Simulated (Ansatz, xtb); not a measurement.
## C4H8Se2: which of two isomers lies lower

Structure X is `C[C@@H]1CC[Se][Se]1`, a singlet and structure Y is `CC1C[Se][Se]C1`, a singlet. Both are isolated molecules in the gas phase, relaxed with PBE-D3(BJ)/def2-SVP, each in the lowest conformer that the search found.

Quicker runs give these differences E(Y) − E(X): GFN2-xTB −3.12 kJ/mol; HF/STO-3G −4.28 kJ/mol (at GFN2-xTB geometries); r2SCAN-D4/def2-SVP +1.64 kJ/mol (at GFN2-xTB geometries).

Q: Estimate which is lower in electronic energy at CCSD(T)/def2-SVP + ΔMP2/def2-TZVPP, and by roughly how much.

A: Too close to call at this level: CCSD(T)/def2-SVP + ΔMP2/def2-TZVPP gives E(Y) − E(X) = +0.44 kJ/mol.

Level by level:

```tsv
level	geometry	E(Y) − E(X) (kJ/mol)	departure from the last row (kJ/mol)	job, with rough time for the two
GFN2-xTB	GFN2-xTB	−3.12	−3.56	optimisation, 0.24 s
HF/STO-3G	GFN2-xTB	−4.28	−4.72	single point, 0.76 s
r2SCAN-D4/def2-SVP	GFN2-xTB	+1.64	+1.20	single point, 5.2 s
PBE-D3(BJ)/def2-SVP	PBE-D3(BJ)/def2-SVP	+1.86	+1.43	optimisation, 22 s
HF/def2-SVP	PBE-D3(BJ)/def2-SVP	+0.21	−0.22	part of the CCSD(T) run
MP2/def2-SVP	PBE-D3(BJ)/def2-SVP	+1.25	+0.81	part of the CCSD(T) run
CCSD(T)/def2-SVP	PBE-D3(BJ)/def2-SVP	+0.84	+0.40	single point
CCSD(T)/def2-SVP + ΔMP2/def2-TZVPP	PBE-D3(BJ)/def2-SVP	+0.44		single point, 2.7 min
```

As drawn, both hold the same kinds of bond in the same numbers.

The largest departure from CCSD(T)/def2-SVP + ΔMP2/def2-TZVPP is that of HF/STO-3G, 4.72 kJ/mol. The last row adds to CCSD(T) the change of the MP2 difference between the two basis sets, here −0.40 kJ/mol.

With thermal terms from frequencies at re-optimised GFN2-xTB minima (ideal gas, soft modes damped towards free rotors, one conformer each, 298.15 K, 1 atm): on the last row, ΔE + ΔZPE = −0.15, ΔH = −0.21, ΔG = −0.42 kJ/mol.

The correlated steps freeze 22 core orbitals; the filled d shell of Se is correlated, in a basis made for valence electrons. Mirror images aren't counted in ΔG. Programs: Ansatz 0.2.0, xtb 6.7.1; the last row on 4 threads of Arm Neoverse V1 on a shared host.
